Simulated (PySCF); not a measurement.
# NMR parameters of WSCl4

WSCl4, Cl4SW, point group C4v.

Bonds: W1-S2 2.090 Å, W1-Cl3 2.298 Å, W1-Cl4 2.298 Å, W1-Cl5 2.298 Å, W1-Cl6 2.298 Å.

GIAO calculations in PySCF 2.14.0 with density-fitted response routines on the PBE0-D3(BJ)/def2-SVP structure: isolated species, scalar relativity only through the core potential, equivalent atoms averaged; basis pcSseg-1 (def2-TZVP on W).

Problem. Give the isotropic shieldings (ppm) with PBE0, wB97X-D.

Solution. 
```csv
atoms,environment,PBE0,wB97X-D
Cl3/Cl4/Cl5/Cl6,chlorine bonded to W,245,287
S2,sulfur bonded to W,-690,-784
HOMO–LUMO gap (eV),–,4.06,7.56
```

Problem. And the chemical shifts, against references computed in the same way?

Solution. 
```tsv
atoms	nucleus, reference	PBE0	wB97X-D
Cl3/Cl4/Cl5/Cl6	35Cl, HCl	699	653
S2	33S, CS2	1186	1277
```

Problem. Which part of the shielding of Cl3/Cl4/Cl5/Cl6 depends on the functional?

Solution. Diamagnetic: PBE0 1147, wB97X-D 1147 ppm; paramagnetic: PBE0 -902, wB97X-D -861 ppm. The diamagnetic part, set mainly by inner electrons, hardly moves; the paramagnetic part goes with low-lying magnetically allowed excitations and carries the spread.

W is described by an effective core potential, so it has no shielding of its own here; spin–orbit effects on the atoms bonded to it, which can be large, are absent, and the values of these neighbours are rough.
